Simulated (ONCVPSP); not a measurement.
nickel (Ni) ONCV: all-electron and pseudo phase curves

- Element: Ni
- Generator: ONCVPSP 4.0.1
- Type: optimised norm-conserving Vanderbilt (ONCV)
- Functional: PBE
- Relativity: scalar-relativistic
- Frozen core: [Ne]
- Valence charge: 18
- Reference configuration: 3s2 3p6 3d8 4s1 4p1
- Partial waves: 3s+4s: rc 1.20 bohr, ncon 4, nbas 8, qcut 8.4 1/bohr, 2 projectors; 3p+4p: rc 1.50 bohr, ncon 3, nbas 6, qcut 8 1/bohr, 2 projectors; 3d: rc 1.60 bohr, ncon 4, nbas 9, qcut 8.2 1/bohr, 1 projector
- Local potential: polynomial inside 1.05 bohr (lpopt 5, dvloc0 -1 Ha)
- Core correction: none

The phase is arctan(r·R′/R) of the radial function R(r), unwrapped; energies in Ha, scanned from -6 to 5 Ha. A pole is an energy at which the radial function vanishes at the test radius. The pseudo phase is shifted by a multiple of π to meet the all-electron one at the reference energy, and phase errors are pseudo minus all-electron; the curves can meet again beyond the range given. Levels narrower than the energy grid can be missing from the lists of poles.

```json
{"channel": "s", "radius (bohr)": "1.22", "reference energy (Ha)": "-0.25", "poles, all-electron": "-3.35", "poles, pseudo": "-3.35", "unbroken range about the reference energy with phases within 0.05 rad": "the whole range", "phase error 1 Ha above the reference energy (rad)": "-0.000"}
{"channel": "p", "radius (bohr)": "1.52", "reference energy (Ha)": "-0.08", "poles, all-electron": "-2.44", "poles, pseudo": "-2.44", "unbroken range about the reference energy with phases within 0.05 rad": "the whole range", "phase error 1 Ha above the reference energy (rad)": "-0.005"}
{"channel": "d", "radius (bohr)": "1.63", "reference energy (Ha)": "-0.40", "poles, all-electron": "-0.03", "poles, pseudo": "-0.02", "unbroken range about the reference energy with phases within 0.05 rad": "below 0.6", "phase error 1 Ha above the reference energy (rad)": "+0.046"}
```

Phases in the p channel:

```json
{"E (Ha)": "-5.96", "all-electron": "1.301", "pseudo": "1.300"}
{"E (Ha)": "-5.68", "all-electron": "1.288", "pseudo": "1.288"}
{"E (Ha)": "-5.40", "all-electron": "1.274", "pseudo": "1.274"}
{"E (Ha)": "-5.12", "all-electron": "1.257", "pseudo": "1.257"}
{"E (Ha)": "-4.84", "all-electron": "1.237", "pseudo": "1.236"}
{"E (Ha)": "-4.56", "all-electron": "1.211", "pseudo": "1.210"}
{"E (Ha)": "-4.28", "all-electron": "1.176", "pseudo": "1.175"}
{"E (Ha)": "-4.00", "all-electron": "1.125", "pseudo": "1.124"}
{"E (Ha)": "-3.72", "all-electron": "1.043", "pseudo": "1.042"}
{"E (Ha)": "-3.44", "all-electron": "0.877", "pseudo": "0.875"}
{"E (Ha)": "-3.16", "all-electron": "0.379", "pseudo": "0.377"}
{"E (Ha)": "-2.88", "all-electron": "-0.892", "pseudo": "-0.892"}
{"E (Ha)": "-2.60", "all-electron": "-1.448", "pseudo": "-1.448"}
{"E (Ha)": "-2.32", "all-electron": "-1.633", "pseudo": "-1.633"}
{"E (Ha)": "-2.04", "all-electron": "-1.730", "pseudo": "-1.731"}
{"E (Ha)": "-1.76", "all-electron": "-1.798", "pseudo": "-1.798"}
{"E (Ha)": "-1.48", "all-electron": "-1.855", "pseudo": "-1.855"}
{"E (Ha)": "-1.20", "all-electron": "-1.910", "pseudo": "-1.910"}
{"E (Ha)": "-0.92", "all-electron": "-1.968", "pseudo": "-1.968"}
{"E (Ha)": "-0.64", "all-electron": "-2.034", "pseudo": "-2.034"}
{"E (Ha)": "-0.36", "all-electron": "-2.115", "pseudo": "-2.115"}
{"E (Ha)": "-0.08", "all-electron": "-2.219", "pseudo": "-2.219"}
{"E (Ha)": "0.20", "all-electron": "-2.358", "pseudo": "-2.358"}
{"E (Ha)": "0.48", "all-electron": "-2.550", "pseudo": "-2.551"}
{"E (Ha)": "0.76", "all-electron": "-2.814", "pseudo": "-2.817"}
{"E (Ha)": "1.04", "all-electron": "-3.145", "pseudo": "-3.151"}
{"E (Ha)": "1.32", "all-electron": "-3.490", "pseudo": "-3.500"}
{"E (Ha)": "1.60", "all-electron": "-3.781", "pseudo": "-3.794"}
{"E (Ha)": "1.88", "all-electron": "-3.998", "pseudo": "-4.011"}
{"E (Ha)": "2.16", "all-electron": "-4.152", "pseudo": "-4.166"}
{"E (Ha)": "2.44", "all-electron": "-4.264", "pseudo": "-4.279"}
{"E (Ha)": "2.72", "all-electron": "-4.348", "pseudo": "-4.362"}
{"E (Ha)": "3.00", "all-electron": "-4.412", "pseudo": "-4.427"}
{"E (Ha)": "3.28", "all-electron": "-4.462", "pseudo": "-4.478"}
{"E (Ha)": "3.56", "all-electron": "-4.503", "pseudo": "-4.520"}
{"E (Ha)": "3.84", "all-electron": "-4.538", "pseudo": "-4.556"}
{"E (Ha)": "4.12", "all-electron": "-4.567", "pseudo": "-4.587"}
{"E (Ha)": "4.40", "all-electron": "-4.592", "pseudo": "-4.614"}
{"E (Ha)": "4.68", "all-electron": "-4.614", "pseudo": "-4.638"}
{"E (Ha)": "4.96", "all-electron": "-4.634", "pseudo": "-4.661"}
```
